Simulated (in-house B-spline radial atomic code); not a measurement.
## Ionising Ni⁶⁺ with different functionals

Computed with an all-electron radial atomic-structure program (B-spline basis): scalar-relativistic (spin-free X2C) Hamiltonian, Fermi nucleus of rms radius 3.7757 fm, spin-polarised at highest spin, spherical fractional occupations for the functionals, the average over the highest-spin determinants for Hartree-Fock. The ionisation energy is the difference of two self-consistent energies, [Ar] 3d4 → [Ar] 3d3, without Breit or QED terms; ε is the level of the shell that loses the electron (its least bound occupied spin orbital).

Hybrids are left out here: with spherical fractional occupations of an open shell their exact exchange keeps a self-interaction that integer-occupation calculations don't have.

| method | rung | ΔSCF (eV) | -ε(3d) (eV) |
| --- | --- | --- | --- |
| Hartree-Fock | Hartree-Fock | 133.34 | 135.41 |
| LDA VWN5 | LDA | 134.48 | 120.84 |
| LDA PW92 | LDA | 134.46 | 120.83 |
| LDA exchange-only | LDA | 132.69 | 119.11 |
| PBE | GGA | 134.27 | 120.64 |
| PBEsol | GGA | 134.22 | 120.60 |
| BLYP | GGA | 134.15 | 120.50 |
| RPBE | GGA | 134.22 | 120.59 |
| PW91 | GGA | 134.41 | 120.78 |
| BP86 | GGA | 134.27 | 120.64 |
| AM05 | GGA | 134.26 | 120.62 |
| OLYP | GGA | 135.04 | 121.37 |
| TPSS | meta-GGA | 134.17 | 120.56 |
| SCAN | meta-GGA | 134.85 | 121.35 |
| r2SCAN | meta-GGA | 134.88 | 121.38 |
| revTPSS | meta-GGA | 134.08 | 120.48 |

Question: How do they compare with the NIST value?

Answer: NIST lists 132 eV ± 2 (tabulated theory, ground level to ground level). Errors run from +0.69 to +3.04 eV; all lie within about twice that uncertainty, so the table can't rank the methods. Hartree-Fock also lacks correlation.
